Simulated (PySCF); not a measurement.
## Computed and reference excited states of ClGa (`[Cl][Ga]`) [singlet]

Published values to compare with (the computed states carry no symmetry labels, so the two lists aren't matched line by line):

```
 state  E (eV)  f                                        kind of transition  source
A 3Π0+    3.66     Te (adiabatic, minimum to minimum, no zero-point energy)     [1]
 B 3Π1    3.70     Te (adiabatic, minimum to minimum, no zero-point energy)     [1]
```

[1] measured, gas; Huber, Herzberg, Constants of Diatomic Molecules, NIST Chemistry WebBook

Species: ClGa (singlet state).
SMILES with atom numbers: `[Cl:1][Ga:2]`

Computed with PySCF 2.14.0, density-fitted response routines, TDDFT CAM-B3LYP/aug-cc-pVTZ, vertical, gas phase, core orbitals frozen in the response. Geometry: PBE0-D3(BJ)/def2-TZVP; no solvent, vibrations or thermal averaging. Relativistic effects, spin–orbit coupling among them, are left out although an element past zinc is present.

Computed singlets: 4.88 eV (f 0.217 summed over 2 states); 5.94 eV (f 0.000); 6.01 eV (f 0.000 summed over 2 states); 6.47 eV (f 0.034); 6.97 eV (f 0.094); 7.14 eV (f 0.539); 7.81 eV (f 0.094 summed over 2 states). Computed triplets (Tamm–Dancoff): 3.53, 3.53, 5.65 eV.

Adiabatic (Te) and 0-0 energies refer to the relaxed excited state and aren't the vertical quantity computed here.
